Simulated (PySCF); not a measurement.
CH6N2Si2, SMILES C([SiH2][SiH2]N)#N, singlet at its GFN2-xTB optimised geometry (Å):

```
11

N      2.3669     1.2779     2.2816
C      2.0923     0.5905     1.4054
Si     1.5216    -0.5020     0.0000
Si    -0.7884    -0.5020     0.0000
N     -1.2419     1.1590     0.0000
H      2.2110     0.0697    -1.1623
H      2.1505    -1.7939     0.3018
H     -1.3768    -1.0396    -1.2307
H     -1.3341    -1.2962     1.1185
H     -2.2110     1.4080    -0.1160
H     -0.8060     1.7939     0.6500
```

Method: PySCF with B3LYP/def2-TZVP. Cells within 0.4 Å of a nucleus heavier than hydrogen are left out (blank, or x).

Map of the electron localisation function on the plane z = 0.0 Å:

```
|00000000000000000000000000000|
|00000000000000000000000000000|
|00000000000000000000000000000|
|00000000000000000000000000000|
|00000000000000000000000000000|
|00000000000110000000000000000|
|00000121112343100000000000000|
|00003666334665200000000000000|
|00016899756776300000000000000|
|00037999975786300000000000000|
|000279999xxx75200000100000000|
|0001579985xx75100011111000000|
|00001355678884112212321000000|
|00000012478753367311232100000|
|00000001241110699112022100000|
|00000000101xx25990xx502100000|
|00000001212xx26990xx502100000|
|00000001330230799113056410000|
|00000001243102688535999851000|
|00000001233311354489999984000|
|00000000112110111389999997100|
|00000000000000000389999996000|
|00000000000000000279999994000|
|00000000000000000159999950000|
|00000000000000000015887300000|
|00000000000000000000110000000|
|00000000000000000000000000000|
|00000000000000000000000000000|
|00000000000000000000000000000|
```
Scale: ten equal steps from 0.000 (start of '0') to 1.000 (end of '9'), in the order '0123456789'; x runs from -4.50 to 4.50, y from -4.50 (bottom) to 4.50 (top).
